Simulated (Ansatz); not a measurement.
Reaction (ligand exchange at the Al–Cl bond): `[SiH3][O][Al]([SH])[Cl]` + NH₃ → `[NH2][Al]([SH])[O][SiH3]` + HCl

Computed with Ansatz on PBE0-D4/def2-TZVP structures; ΔE is electronic, products minus reactants. CCSD(T)/CBS adds triple-zeta CCSD(T) − MP2 to the extrapolated MP2 energy (def2 sets, frozen cores). This one scheme is used for every species. Functionals use def2-TZVPP. HSE06 is defined as in plane-wave codes. One conformer a species, not always the lowest.

```json
{"level": "B2PLYP", "ΔE (kJ/mol)": "71.8"}
{"level": "HSE06", "ΔE (kJ/mol)": "74.7"}
{"level": "CAM-B3LYP", "ΔE (kJ/mol)": "68.4"}
{"level": "MP2/def2-TZVPP", "ΔE (kJ/mol)": "72.1"}
{"level": "SCS-MP2/def2-TZVPP", "ΔE (kJ/mol)": "70.7"}
{"level": "CCSD(T)/def2-TZVPP", "ΔE (kJ/mol)": "69.7"}
{"level": "MP2/CBS(def2)", "ΔE (kJ/mol)": "74.7"}
{"level": "CCSD/CBS(def2)", "ΔE (kJ/mol)": "72.3"}
```

Problem. What does CCSD(T)/CBS give? (Best estimate.)

Solution. Computed: +72.3 kJ/mol. The listed levels differ from it by -0.5, 2.4, -3.9, -0.2, -1.6, -2.6, 2.4, 0.0 kJ/mol.

Largest T1 diagnostic among the species: 0.011.

From BLYP to BHLYP (50 % exact exchange), in def2-TZVPP and without D4, ΔE moves by +3.4 kJ/mol. In def2-TZVPP, CCSD(T) changes the Hartree–Fock value by −9.1 kJ/mol (the triples alone add −0.1 kJ/mol) and MP2 by −6.7 kJ/mol.
